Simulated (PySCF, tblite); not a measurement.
C4H6F4Si.
Cartesian coordinates in Å at the GFN2-xTB level; atoms count from 1:
```xyz
15
C4H6F4Si angstrom
C     -1.7284   -1.1228    0.4531
C     -0.3333   -1.1035   -0.0540
C      0.4429   -0.0242   -0.1678
C      1.8507   -0.1383   -0.7011
F      2.1783   -1.4289   -1.0212
Si    -0.0762    1.7048    0.2962
F     -0.4714    1.9279    1.8186
F      1.0933    2.7481    0.0353
F     -1.3171    2.2953   -0.5006
H     -2.3919   -1.5234   -0.3126
H     -1.7955   -1.7823    1.3177
H     -2.0737   -0.1319    0.7368
H      0.0637   -2.0659   -0.3518
H      1.9732    0.4552   -1.6144
H      2.5810    0.1978    0.0439
```

Computed, not measured: wB97X-D/def2-SVPD in PySCF (dipole) on a GFN2-xTB geometry, gas phase.

Masses are those of the commonest isotopes; rigid-rotor values at the optimised geometry. The values belong to one conformer with, in the numbering `[CH3:1]/[CH:2]=[C:3](/[CH2:4][F:5])[Si:6]([F:7])([F:8])[F:9]`, C2–C3–C4–F5 0°.

**Question.** What are A, B and C (MHz)?

**Answer.** Ia = 294.51, Ib = 505.35, Ic = 675.20 u·Å²; 505379 MHz·u·Å²/I gives A = 1716, B = 1000, C = 748.5 MHz.

**Question.** Classify the top.

**Answer.** An asymmetric top: κ = (2 × 1000 − 1716 − 748.5)/(1716 − 748.5) = -0.48.

**Question.** Is it planar, by Δ = Ic − Ia − Ib?

**Answer.** Not planar: Δ = Ic − Ia − Ib = -124.66 u·Å². For a rigid frame Δ = −2 Σ m c², so Σ m c² = 62.33 u·Å² lies off the ab plane: 3.16 from hydrogen and 59.17 from heavier atoms. The atom farthest from that plane is 1.25 Å away.

**Question.** Give the other two planar moments, Paa and Pbb, and the rms extents of the mass along the axes.

**Answer.** Paa = Σ m a² = (Ib + Ic − Ia)/2 = 443.02 and Pbb = Σ m b² = (Ia + Ic − Ib)/2 = 232.18 u·Å². With the mass M = 158.02 u, the rms extents √(P/M) along a, b and c are 1.67, 1.21, 0.63 Å.

**Question.** List the rotational levels J(Ka,Kc) to J = 4 (cm⁻¹).

**Answer.** Above 0(0,0):
J = 1: 1(0,1) 0.0583, 1(1,1) 0.0822, 1(1,0) 0.0906
J = 2: 2(0,2) 0.1731, 2(1,2) 0.1905, 2(1,1) 0.2156, 2(2,1) 0.2873, 2(2,0) 0.2891
J = 3: 3(0,3) 0.3412, 3(1,3) 0.3518, 3(1,2) 0.4019, 3(2,2) 0.4623, 3(2,1) 0.4710, 3(3,1) 0.6037, 3(3,0) 0.6040
J = 4: 4(0,4) 0.5597, 4(1,4) 0.5653, 4(1,3) 0.6474, 4(2,3) 0.6941, 4(2,2) 0.7176, 4(3,2) 0.8400, 4(3,1) 0.8418, 4(4,1) 1.0339, 4(4,0) 1.0340

**Question.** Which lines would a microwave search look for?

**Answer.** The dipole components are |μa| = 1.58 D, |μb| = 1.32 D, |μc| = 0.00 D; the mirror of this Cs structure is the ab plane, so μc vanishes by symmetry and there are no c-type lines. The squared components, which scale the intensities, stand as 1.00 : 0.69 (a : b). Some lines, for components of 0.1 D or more:

```csv
type,branch,"J(Ka,Kc)",MHz,lower level (cm⁻¹)
a,Q,"4(2,2) ← 4(2,3)",704,0.694
a,Q,"2(1,1) ← 2(1,2)",755,0.190
b,Q,"2(1,1) ← 2(0,2)",1275,0.173
a,Q,"3(1,2) ← 3(1,3)",1502,0.352
a,R,"1(0,1) ← 0(0,0)",1749,0.000
b,Q,"3(1,2) ← 3(0,3)",1819,0.341
b,Q,"4(1,3) ← 4(0,4)",2628,0.560
a,R,"2(1,2) ← 1(1,1)",3246,0.082
b,Q,"3(2,2) ← 3(1,3)",3311,0.352
b,R,"4(2,2) ← 3(3,1)",3414,0.604
b,R,"3(1,2) ← 2(2,1)",3436,0.287
b,Q,"4(2,3) ← 4(1,4)",3862,0.565
b,R,"3(0,3) ← 2(1,2)",4520,0.190
a,R,"3(1,3) ← 2(1,2)",4837,0.190
a,R,"3(0,3) ← 2(0,2)",5040,0.173
b,R,"3(1,3) ← 2(0,2)",5357,0.173
b,R,"4(1,3) ← 3(2,2)",5550,0.462
a,R,"3(1,2) ← 2(1,1)",5584,0.216
b,Q,"4(4,1) ← 4(3,2)",5813,0.840
b,R,"2(2,1) ← 1(1,0)",5897,0.091
b,R,"2(2,0) ← 1(1,1)",6204,0.082
a,R,"4(1,4) ← 3(1,3)",6400,0.352
b,R,"4(1,4) ← 3(0,3)",6717,0.341
a,R,"4(3,2) ← 3(3,1)",7085,0.604
b,R,"3(2,2) ← 2(1,1)",7394,0.216
b,R,"3(3,1) ← 2(2,0)",9430,0.289
b,R,"4(2,2) ← 3(1,3)",10966,0.352
```

Its GFN2-xTB frequencies are all real (lowest 25 cm⁻¹). Zero-point vibration and centrifugal distortion are left out. A rigid rotor knows nothing of internal rotation, which can split or shift real lines.
